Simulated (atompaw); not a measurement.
# LDA (PW92) PAW (atompaw) dataset for rhenium (Re), scalar-relativistic all-electron reference.

atompaw 4.2.0.5 was run on this input:

```
Re 75
LDA-PW scalarrelativistic loggrid 2001 logderivrange -8 5 326
6 6 5 4 0 0
6 1 0
5 2 5
0 0 0
c
c
c
c
v
v
c
c
c
v
v
c
c
v
v
3
2.85 2.70 2.05 2.15
n
n
y
0.05
n
y
-1.35
n
custom polynom vanderbiltortho sinc
4 -0.5 vpsmatchnc
1.60
2.85
1.75
1.85
2.85
2.85
0.70
0.70
PWSCFOUT
UPFDX 0.0125d0 UPFXMIN -7.d0 UPFZMESH 75.d0
END
```

Command:

```bash
atompaw < Re.input > Re.log
```

The program printed (summary file):

```
Completed calculations for Re (AE)

 Exchange-correlation type: LDA, Perdew-Wang correlation

 Radial integration grid is logarithmic
 r0 =   9.1227854E-05 h =   6.8420890E-03   n =      2001 rmax =   8.0000000E+01

 Scalar relativistic calculation

 AEatom converged in  38 iterations
   nz     =  75.00
   delta  =       7.080735358985E-15

 All Electron Orbital energies:
  n  l      occupancy      energy
  1  0      2.0000000E+00 -5.2630800E+03
  2  0      2.0000000E+00 -9.1260585E+02
  3  0      2.0000000E+00 -2.1125005E+02
  4  0      2.0000000E+00 -4.4035043E+01
  5  0      2.0000000E+00 -6.2847345E+00
  6  0      2.0000000E+00 -4.5234501E-01
  2  1      6.0000000E+00 -7.9668180E+02
  3  1      6.0000000E+00 -1.7707527E+02
  4  1      6.0000000E+00 -3.2821566E+01
  5  1      6.0000000E+00 -3.4699969E+00
  6  1      0.0000000E+00 -1.0530784E-01
  3  2      1.0000000E+01 -1.3827874E+02
  4  2      1.0000000E+01 -1.8754928E+01
  5  2      5.0000000E+00 -4.0942469E-01
  4  3      1.4000000E+01 -3.1305978E+00

 Total energy
   Total                    :   -33365.20557456536335

 ---
 Completed calculations for Re (SC)

 Exchange-correlation type: LDA, Perdew-Wang correlation

 Radial integration grid is logarithmic
 r0 =   9.1227854E-05 h =   6.8420890E-03   n =      2001 rmax =   8.0000000E+01

 Scalar relativistic calculation

 SCatom converged in   4 iterations
   nz     =  75.00
   delta  =       3.920895613483E-17

 Valence Electron Orbital energies:
  n  l      occupancy      energy
   5  0      2.0000000E+00 -6.2847345E+00
   6  0      2.0000000E+00 -4.5234501E-01
   5  1      6.0000000E+00 -3.4699969E+00
   6  1      0.0000000E+00 -1.0530784E-01
   5  2      5.0000000E+00 -4.0942468E-01
   4  3      1.4000000E+01 -3.1305978E+00

 Total energy
   Total                    :   -33365.20557449971238
   Valence                  :    -1374.68596265768292

 PAW parameters:
       lmax =            3
         rc =    2.8573610486643330
        irc =         1514
   rc_shape =    2.7051570777782055
    rc_vloc =    2.0574468119912117
    rc_core =    2.1583898400365129
   Vloc: VPS match (norm-conservation) with l= 4;e=  -5.0000E-01
   Projector type: polynomial pseudization + Vanderbilt ortho.
   Sinc^2 compensation charge shape zeroed at   2.7052E+00

 Number of basis functions     8
 No.   n  nodes  l      Energy         Cp coeff         Occ
  1    5    4    0   -0.6284735E+01  0.1790632E+00  0.2000000E+01
  2    6    5    0   -0.4523450E+00  0.1678534E+01  0.2000000E+01
  3    5    3    1   -0.3469997E+01  0.3010537E+01  0.6000000E+01
  4    6    4    1   -0.1053078E+00  0.7832690E+02  0.0000000E+00
  5    5    2    2   -0.4094247E+00 -0.1375912E+02  0.5000000E+01
  6  999    3    2    0.5000000E-01 -0.2529851E+00  0.0000000E+00
  7    4    0    3   -0.3130598E+01 -0.5920285E+02  0.1400000E+02
  8  999    1    3   -0.1350000E+01 -0.1246226E+05  0.0000000E+00

 Eigenvalues of overlap operator (in the basis of projectors):
    1        7.82890718E-02
    2        1.91390084E-01
    3        1.07289154E+00
    4        1.94770522E+00
    5        6.91466445E+01
    6        7.60960015E+02
    7        1.98158524E+03
    8        1.34329728E+07

 Orbital leakage outside PAW augmentation regions
   orb  is_core?  %out_of_sphere
   1 0    T           0.00
   2 0    T           0.00
   3 0    T          -0.00
   4 0    T           0.00
   5 0    F           0.02
   6 0    F          51.70
   2 1    T           0.00
   3 1    T           0.00
   4 1    T           0.00
   5 1    F           0.26
   6 1    F          84.59
   3 2    T           0.00
   4 2    T           0.00
   5 2    F          13.51
   4 3    F           0.01

 Summary of PAW energies
   Total valence energy     :  -1374.68596676018501
   Smooth energy            :     91.92725950174025
   One center               :  -1466.61322626192532
   Smooth kinetic           :    447.04669861295605
   Vloc energy              :   -348.07908112950577
   Smooth exch-corr         :    -41.13318511832347
   One-center xc            :   -600.39663761451084
```

The run took about 12 s on one core of a shared server CPU.
